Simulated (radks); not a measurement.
Values are calculated unless marked as measured or tabulated.
Dy, configuration [Xe] 4f10 6s2. Level of theory: scalar-relativistic Kohn-Sham, B86b exchange with PBE correlation, spin-polarised, spherical densities, finite nucleus; open shells are filled with parallel spins first (spin-orbit coupling, left out, can overturn this in heavy ions); Fermi nuclear charge, rms radius 5.2218 fm (a radial shooting solver on a logarithmic mesh with Libxc functionals).

Local quantities along the radius. ELF = 1/(1 + alpha^2) is the electron localisation function; alpha = (tau - tau_W)/tau_unif compares the Pauli kinetic energy density with that of the uniform gas (summed over spins). tau is taken from the large components.

```
   r/bohr * ELF (the largest magnitude, 0.999, reaches the edge; | marks zero)
 0.001206 |                                                      *
 0.001648 |                                                      *
 0.002251 |                                                      *
 0.003076 |                                                      *
 0.004202 |                                                      *
  0.00574 |                                                      *
  0.00778 |                                                      *
  0.01063 |                                                     *
  0.01452 |                                                 *
  0.01984 |                                    *
   0.0271 |                   *
  0.03702 |                    *
  0.05058 |                                   *
  0.06855 |                                        *
  0.09365 |                          *
   0.1279 |                   *
   0.1748 |                                    *
   0.2388 |                                    *
   0.3262 |            *
   0.4457 |                                *
    0.604 |                                     *
   0.8251 |                     *
    1.127 |                     *
     1.54 |                               *
    2.104 |                 *
    2.874 |     *
    3.927 |                             *
    5.322 |                                                   *
     7.27 |                                                   *
    9.932 |                        *
    13.57 *
```

On this mesh the ELF has minima near r = 0.032, 0.11, 0.33, 0.97, 2.9 bohr, which separate the shells, and maxima near 0.069 (0.74), 0.20 (0.74), 0.52 (0.71), 1.5 (0.58), 6.2 (0.96).
